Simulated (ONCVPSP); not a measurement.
**N: from the effect back to the setting (ONCV)**

Base potential:

* Element: nitrogen
* Generator: ONCVPSP 4.0.1
* Type: optimised norm-conserving Vanderbilt (ONCV)
* Functional: PW91
* Relativity: scalar-relativistic
* Frozen core: [He]
* Valence charge: 5
* Reference configuration: 2s1 2p4
* Partial waves: 2s: rc 0.95 bohr, ncon 3, nbas 7, qcut 8.5 1/bohr, 3 projectors, debl 1.1 Ha; 2p: rc 1.35 bohr, ncon 4, nbas 9, qcut 8.2 1/bohr, 1 projector
* Local potential: polynomial inside 0.60 bohr (lpopt 5, dvloc0 0 Ha)
* Core correction: polynomial model core, fcfact 0.45

Cutoffs, loose and tight: the cutoffs (Ha) at which the residual kinetic energy of the hardest occupied pseudo-wave falls to 1 and 0.1 mHa per electron. They do not see the model core or the augmentation charge, which bear on the density cutoff. Test errors are all-electron minus pseudo excitation energies from the reference, over the configurations 2s2 2p3; 2s2 2p2; 2s2 2p1; 2s2 2p0; variants that change the core or the reference have their own tests.

Only the scale of all radii but the core radius (base = 1) is moved:

```json
{"scale of all radii but the core radius (base = 1)": "0.78", "cutoff, loose": "34 Ha", "cutoff, tight": "200 Ha", "bound ghosts": "s", "largest test error (meV)": "+307", "median size of the test errors": "52.0 meV"}
{"scale of all radii but the core radius (base = 1)": "0.84", "cutoff, loose": "31 Ha", "cutoff, tight": "113 Ha", "bound ghosts": "s", "largest test error (meV)": "+373", "median size of the test errors": "62.0 meV"}
{"scale of all radii but the core radius (base = 1)": "0.9", "cutoff, loose": "29 Ha", "cutoff, tight": "50 Ha", "bound ghosts": "s", "largest test error (meV)": "+460", "median size of the test errors": "76.9 meV"}
{"scale of all radii but the core radius (base = 1)": "0.99", "cutoff, loose": "28 Ha", "cutoff, tight": "36 Ha", "bound ghosts": "s", "largest test error (meV)": "+620", "median size of the test errors": "105.9 meV"}
{"scale of all radii but the core radius (base = 1)": "1.05", "cutoff, loose": "27 Ha", "cutoff, tight": "34 Ha", "bound ghosts": "none", "largest test error (meV)": "+743", "median size of the test errors": "128.8 meV"}
{"scale of all radii but the core radius (base = 1)": "1.19", "cutoff, loose": "24 Ha", "cutoff, tight": "30 Ha", "bound ghosts": "none", "largest test error (meV)": "+1050", "median size of the test errors": "188.0 meV"}
{"scale of all radii but the core radius (base = 1)": "1.23", "cutoff, loose": "24 Ha", "cutoff, tight": "30 Ha", "bound ghosts": "none", "largest test error (meV)": "+1165", "median size of the test errors": "209.4 meV"}
{"scale of all radii but the core radius (base = 1)": "1.31", "cutoff, loose": "23 Ha", "cutoff, tight": "29 Ha", "bound ghosts": "none", "largest test error (meV)": "+1380", "median size of the test errors": "251.6 meV"}
```

Q: One more run gave cutoff, loose: 26 Ha; cutoff, tight: 32 Ha; bound ghosts: none; largest test error (meV): +895; median size of the test errors: 158.0 meV. Which value of the scale of all radii but the core radius (base = 1) was used?

A: 1.12. The median size of the test errors moves one way along this sweep, from 52.0 meV at 0.78 to 251.6 meV at 1.31, which places the run between 1.05 and 1.19.
